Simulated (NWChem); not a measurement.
System meant: C$_{2}$H$_{6}$BNO; SMILES C=CB(N)O

The following NWChem deck was run.

```
start job
memory heap 200 mb stack 900 mb global 1100 mb
geometry units angstroms noautoz
  B     -0.000870    -0.488148     0.001320
  C     -0.658137     0.932827     0.005003
  C      0.046620     2.071831    -0.003665
  H     -1.748478     1.014177     0.014378
  H     -0.420918     3.055482    -0.001742
  H      1.134426     2.057358    -0.013058
  O      1.379298    -0.560476     0.001427
  H      1.711327    -1.468602    -0.001817
  N     -0.819958    -1.646368    -0.002337
  H     -0.478736    -2.597789    -0.005729
  H     -1.827795    -1.587765    -0.003299
end
basis spherical
  B library def2-svp
  C library def2-svp
  H library def2-svp
  O library def2-svp
  N library def2-svp
end
dft
  xc xpbe96 cpbe96
  iterations 4
  mulliken
end
task dft energy
```

End of the output:

```
    Atom       Charge   Shell Charges
 -----------   ------   -------------------------------------------------------
    1 B    5     5.26   1.96  0.49  0.21  1.53  0.69  0.38
    2 C    6     6.10   1.97  0.61  0.32  1.90  1.24  0.07
    3 C    6     5.99   1.97  0.60  0.32  1.83  1.21  0.07
    4 H    1     0.97   0.63  0.27  0.07
    5 H    1     0.98   0.64  0.28  0.07
    6 H    1     0.97   0.63  0.27  0.07
    7 O    8     7.98   1.97  0.85  0.56  2.70  1.89  0.02
    8 H    1     0.91   0.56  0.17  0.18
    9 N    7     6.98   1.97  0.67  0.39  2.25  1.67  0.03
   10 H    1     0.93   0.60  0.21  0.12
   11 H    1     0.92   0.60  0.20  0.12

 center of mass
 --------------
 x =   0.04311813 y =  -0.02475975 z =   0.00034094

 moments of inertia (a.u.)
 ------------------
         477.786685018414           0.000000000000          -0.000000000000
           0.000000000000         200.405162927123          -0.000000000000
          -0.000000000000          -0.000000000000         678.184608013712

     Multipole analysis of the density
     ---------------------------------

     L   x y z        total         alpha         beta         nuclear
     -   - - -        -----         -----         ----         -------
     0   0 0 0     -0.000000    -19.000000    -19.000000     38.000000

     1   1 0 0     -0.296817     -0.148408     -0.148408     -0.000000
     1   0 1 0     -1.006582     -0.503291     -0.503291     -0.000000
     1   0 0 1     -0.005310     -0.002655     -0.002655      0.000000

     2   2 0 0    -20.163818    -69.960123    -69.960123    119.756428
     2   1 1 0     -0.646444     -0.888558     -0.888558      1.130673
     2   1 0 1     -0.016540      0.018335      0.018335     -0.053210
     2   0 2 0    -16.164033   -150.389341   -150.389341    284.614648
     2   0 1 1      0.011770      0.001804      0.001804      0.008162
     2   0 0 2    -24.412438    -12.207484    -12.207484      0.002530

 ------------------------------------------------------------------------
 dft energy failed                                                                                  0
 ------------------------------------------------------------------------
 ------------------------------------------------------------------------
  current input line :
    28: task dft energy
 ------------------------------------------------------------------------
 ------------------------------------------------------------------------
 This type of error is most commonly associated with calculations not reaching convergence criteria
 ------------------------------------------------------------------------
 For more information see the NWChem manual at https://nwchemgit.github.io

0:dft energy failed:Received an Error in Communication
```

Task: Can this run be used? If not, why, and what is the fix?

Result: Convergence was not reached. Cause: the SCF was allowed too few iterations. This input runs:
```
start job
memory heap 200 mb stack 900 mb global 1100 mb
geometry units angstroms noautoz
  B     -0.000870    -0.488148     0.001320
  C     -0.658137     0.932827     0.005003
  C      0.046620     2.071831    -0.003665
  H     -1.748478     1.014177     0.014378
  H     -0.420918     3.055482    -0.001742
  H      1.134426     2.057358    -0.013058
  O      1.379298    -0.560476     0.001427
  H      1.711327    -1.468602    -0.001817
  N     -0.819958    -1.646368    -0.002337
  H     -0.478736    -2.597789    -0.005729
  H     -1.827795    -1.587765    -0.003299
end
basis spherical
  * library def2-svp
end
dft
  xc xpbe96 cpbe96
  iterations 150
  mulliken
end
task dft energy
```
It converges to -234.25692 Ha (PBE/def2-SVP).
